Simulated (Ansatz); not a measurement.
A made-up structure of CH4ClSn (charge +1), closed shell:

```
7
angstrom
Cl -1.8135 -1.4351 0.8902
C -0.5021 -1.0825 0.0215
Sn 0.4944 0.9209 -0.0685
H -0.1327 -1.9480 -0.5401
H 0.3775 1.2087 -1.7322
H -2.6255 -1.0678 1.8775
H 2.0382 0.4828 0.4690
```

It is relaxed with PBE-D4/def2-SVP and then PBE0-D4/def2-TZVP (Ansatz 0.2.0). Atoms count as bonded within 1.22 times the sum of their covalent radii (H–H: 0.88 Å). The end point is not checked to be a true minimum.

Does its bonding change? (A judgement: the text doesn't fix the answer.)

The calculation gives: No: no bond forms or breaks.

Where it ends: The first stage lowers the energy by 3.57 eV in 17 steps. It ends as CH₄ClSn ([ClH][CH][SnH2]), total charge +1:
```xyz
7
angstrom
Cl -1.8640 -0.9011 1.2111
C -0.8190 -0.8775 -0.1644
Sn 0.6648 0.4263 -0.3335
H -1.1726 -1.5561 -0.9284
H 1.5117 0.4567 -1.7826
H -1.4892 -1.9190 1.9577
H 1.0046 1.4498 0.9576
```

Labels in which every atom is bracketed show which atoms are joined, not bond orders.

For scale, one of the runs: PBE0-D4/def2-TZVP relaxation, 142 basis functions, launched by `ansatz run in.yaml --threads 2 --pin off --events-out ev --progress --plain --max-ram 4352MiB`. The run took about 34 s on 2 CPU threads of an Arm Neoverse V2 (shared host).
